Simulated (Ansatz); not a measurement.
Consider the formal exchange of groups at a B–B bond: `CB([SiH3])BS` + `CF` → `CB([SiH3])CF` + `BS`.

Isolated molecules relaxed with PBE0-D4/def2-TZVP in Ansatz; ΔE leaves out vibrations. CBS: MP2 limit from def2 TZ/QZ plus the TZ coupled-cluster correction, frozen cores. This one scheme is used for every species. One conformer a species, not always the lowest.

| level | ΔE (kJ/mol) |
| --- | --- |
| CCSD/def2-TZVPP | -8.7 |
| CCSD/CBS(def2) | -8.1 |

Question: What does CCSD(T)/CBS give? (An estimate is asked.)

Answer: The calculation gave: -6.6 kJ/mol. The listed levels differ from it by -2.1, -1.5 kJ/mol.

Largest T1 diagnostic among the species: 0.015.

In def2-TZVPP, CCSD(T) changes the Hartree–Fock value by +7.3 kJ/mol (the triples alone add +1.4 kJ/mol) and MP2 by +7.0 kJ/mol. The D4 term adds +3.6 kJ/mol with B3LYP and +2.3 kJ/mol with PBE0; it sums over pairs of atoms, weighted by their polarisabilities, and B3LYP, whose exchange is more repulsive, gets the larger term.

B3LYP here is the variant with VWN-RPA as its local correlation; programs differ in this.
